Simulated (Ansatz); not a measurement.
The Ansatz (a first-principles code) input:
Ansatz 0.2 input:
```yaml
crystal:
  periodic: [false, false, false]
  atoms:
    - {symbol: O, position_ang: [0.93516458, -0.41718063, -0.00427454]}
    - {symbol: Si, position_ang: [-0.41130666, 0.26471841, 0.00831062]}
    - {symbol: H, position_ang: [-1.72302340, -0.36861259, -0.08215239]}
basis:
  gaussian:
    orbitals: def2-TZVP
magnetization: {spin_polarized: true, initial_magnetization: 1}
correlation: {method: ccsd}
scf: {lower_state_search: off}
```

What does this run give for the MP2 correlation energy, coupled-cluster correlation energy (without the perturbative part), total energy, SCF-reference <S^2>, T1 diagnostic, number of basis functions?


MP2 correlation energy: -0.3324 Eh
coupled-cluster correlation energy (without the perturbative part): -0.3396 Eh
total energy: -364.7114 Eh
SCF-reference <S^2>: 0.766
T1 diagnostic: 0.029
number of basis functions: 74
